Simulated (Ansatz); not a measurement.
Species: sum formula Si₂N₂H₇, charge 0, multiplicity 2. It need not be the lowest isomer of its formula. 
Geometry from a B3LYP-D3(BJ)/def2-TZVP (Ansatz, a program for electronic structure) optimisation:
SMILES: N[SiH][SiH2]N
```xyz
11

N      2.0955     0.3472     0.2764
Si     0.9547    -0.6717    -0.5318
Si    -1.1854    -0.2805     0.3297
N     -1.5295     1.3759    -0.0542
H      1.9019     1.3280     0.4059
H      3.0842     0.1527     0.2814
H      1.4493    -2.0686    -0.3628
H     -2.1118    -1.2913    -0.2593
H     -1.3107    -0.3812     1.8073
H     -2.2894     1.8474     0.4131
H     -1.4562     1.6829    -1.0125
```
Charge 0, spin multiplicity 2.

Quantity: atomisation energy (electronic, to ground-state atoms), in kJ/mol. Correlated levels leave the core frozen unless marked. Open shells are spin-unrestricted. No spin-orbit coupling. Non-relativistic. The coupled-cluster limit lacks core correlation, which all-electron functionals hold. CBS marks a two-point X^-3 extrapolation of the correlation energy; Hartree-Fock from the larger set.

| level | program | atomisation energy (kJ/mol) | minus last row |
|---|---|---|---|
| HF/cc-pV(T+d)Z | Ansatz | 2417.9 | -1054.8 |
| PBE-D4/def2-TZVPD | Ansatz + dftd4 | 3508.3 | 35.6 |
| r2SCAN/def2-TZVPD | Ansatz | 3453.9 | -18.8 |
| r2SCAN-D4/def2-TZVPD | Ansatz + dftd4 | 3459.7 | -13.0 |
| PBE0/def2-TZVP | Ansatz | 3424.4 | -48.3 |
| CAM-B3LYP/def2-TZVPD | Ansatz | 3479.1 | 6.4 |
| B2GP-PLYP/def2-TZVPD | Ansatz | 3398.8 | -73.9 |
| SCS-MP2/aug-cc-pV(T+d)Z | Ansatz | 3425.1 | -47.6 |
| SCS-MP2/cc-pV(Q+d)Z | Ansatz | 3478.0 | 5.3 |
| CCSD(T)/CBS(cc-pV(T+d)Z,cc-pV(Q+d)Z) | Ansatz | 3472.7 | 0.0 |
